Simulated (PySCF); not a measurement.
Fe(2+): ionisation energy

Fe(2+) [Ar] 3d6 (5D) → Fe(3+) [Ar] 3d5 (6S), as a difference of total energies. Calculation: PySCF 2.14, in aug-cc-pVTZ-DK (8s7p5d3f2g, 93 functions); the spin-free X2C one-electron Hamiltonian (Gaussian nucleus). Correlated levels: valence: [Ar] frozen. The calculations carry no spin-orbit coupling.

Task: Order these methods by the ionisation energy they give, lowest first.
A. wB97X
B. B3LYP
C. PBE
D. UHF

Result: D (28.314 eV), A (30.924 eV), B (31.371 eV), C (31.479 eV).

A first-order spin-orbit estimate (lowest level to lowest level, LS coupling) adds 0.053 eV.

Errors of the correlated levels include the incompleteness of this basis and the frozen core.

For comparison: 30.651 ± 0.012 eV (measured; NIST Atomic Spectra Database, ionization energies).
